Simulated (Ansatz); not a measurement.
The pair A = BH3 (SMILES B) (first 4 atoms), B = PH3 (SMILES P); geometry from B3LYP-D3(BJ)/def2-TZVP.
(charge 0, multiplicity 1):
```tsv
atom	x (Å)	y (Å)	z (Å)
B	-0.0303	-0.0774	0.6721
H	1.0967	-0.4211	0.4177
H	-0.8416	-0.9688	0.6552
H	-0.3837	0.9320	0.1159
P	0.0544	0.4299	2.5320
H	-1.1256	0.8877	3.1451
H	0.4453	-0.5473	3.4648
H	0.9304	1.4694	2.8927
```

Cores are frozen in the correlated methods.

The values were computed with Ansatz (Gaussian basis) for Hartree–Fock, density functionals and correlated methods. Each number belongs to the level named beside it.

Total energies (hartree), monomers frozen at their geometry in the pair:

```csv
structure,MP2/aug-cc-pV(D+d)Z,CCSD(T)/aug-cc-pV(D+d)Z,CCSD(T)/aug-cc-pV(T+d)Z
AB,-369.1445758,-369.2009657,-369.2760132
A in the pair's basis,-26.4697139,-26.4961121,-26.5217650
B in the pair's basis,-342.6202145,-342.6548144,-342.6976038
A,-26.4686811,-26.4950974,-26.5213631
B,-342.6169848,-342.6513946,-342.6963143
```

Task: Work out the interaction energy without and with the counterpoise correction, and the superposition error, for each level.

Result: 
E(AB) − E(A) − E(B), times 627.509 kcal/mol, with the monomers in their own basis and then in the pair's basis:
- MP2/aug-cc-pV(D+d)Z: -36.97 uncorrected, -34.29 corrected; the monomers gain 2.67 kcal/mol from borrowed functions
- CCSD(T)/aug-cc-pV(D+d)Z: -34.18 uncorrected, -31.40 corrected; the monomers gain 2.78 kcal/mol from borrowed functions
- CCSD(T)/aug-cc-pV(T+d)Z: -36.61 uncorrected, -35.54 corrected; the monomers gain 1.06 kcal/mol from borrowed functions

Ansatz is an electronic-structure program.
